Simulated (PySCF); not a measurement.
Si(nBu)(OH)3 (C4H12O3Si), SMILES CCCC[Si](O)(O)O. Geometry: r2SCAN-D4/def2-SVP. The values are those of a single conformer.

Problem. Give the equilibrium geometry at r2SCAN-D4/def2-SVP (PySCF confirms it by a frequency run) as Cartesian coordinates in Å. (Estimate from the structure and the level; the computed values follow.)

Solution. Several could match; the one computed here: 
```xyz
20

C     -3.9592     0.1910     0.3978
C     -2.7586    -0.7134     0.1461
C     -1.4319     0.0434     0.1298
C     -0.2132    -0.8531    -0.1229
Si     1.3967     0.0760    -0.1201
O      1.2761     1.1640    -1.3660
O      1.6778     0.9206     1.2810
O      2.7151    -0.9372    -0.2482
H     -4.9038    -0.3753     0.4048
H     -4.0412     0.9682    -0.3800
H     -3.8718     0.7068     1.3686
H     -2.7152    -1.5034     0.9192
H     -2.8833    -1.2432    -0.8169
H     -1.4677     0.8327    -0.6431
H     -1.3005     0.5729     1.0921
H     -0.1610    -1.6527     0.6401
H     -0.3235    -1.3725    -1.0946
H      1.9247     1.8783    -1.3548
H      2.3114     0.5101     1.8807
H      2.7025    -1.5721    -0.9732
```
Charge 0, spin multiplicity 1.
